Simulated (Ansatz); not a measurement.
## Redistribution: CH2BrCl + C4H9I → CH2ClI + C4H9Br

Species: CH2BrCl (bromochloromethane) `ClCBr`, singlet; C4H9I (tert-butyl iodide) `CC(C)(C)I`, singlet; CH2ClI (chloroiodomethane) `ClCI`, singlet; C4H9Br (2-bromo-2-methylpropane) `CC(C)(C)Br`, singlet. The partners trade Br for I; both sit on C, so the bond types are kept.

Shapes, held fixed at every level: PBE0-D4/def2-TZVP. Programs: Ansatz 0.2.0. The zero-point and thermal change to 298 K, harmonic and unscaled (PBE0-D4/def2-TZVP), is -0.3 kJ/mol.

Question: Estimate ΔH(298 K) of this reaction.

Answer: The highest level, CCSD(T)/def2-TZVPP, gives ΔH(298 K) = -4.3 kJ/mol; the levels span -8.9 to -4.3. The column of differences is taken from that level and isn't an error. No measured value is set beside it here. For atoms past krypton def2 sets carry core potentials with scalar relativity. Relativity is left out for Br unless named. Correlated rows may include outer-core shells of Br, I, which these sets cover unevenly.

```tsv
level	kind	ΔH(298 K) (kJ/mol)	less CCSD(T)/def2-TZVPP
HF/def2-TZVPP	Hartree–Fock	-8.9	-4.6
SPW92/def2-TZVPP	LDA	-5.0	-0.7
PBE0-D4/def2-TZVPP	global hybrid	-5.0	-0.7
r2SCAN0-D4/def2-TZVPP	global hybrid	-5.9	-1.6
wB97M-V/def2-TZVPP	range-separated hybrid	-6.2	-1.9
wB97X-V/def2-TZVPP	range-separated hybrid	-6.5	-2.2
CCSD(T)/def2-TZVPP	coupled cluster or CI	-4.3	0.0
```
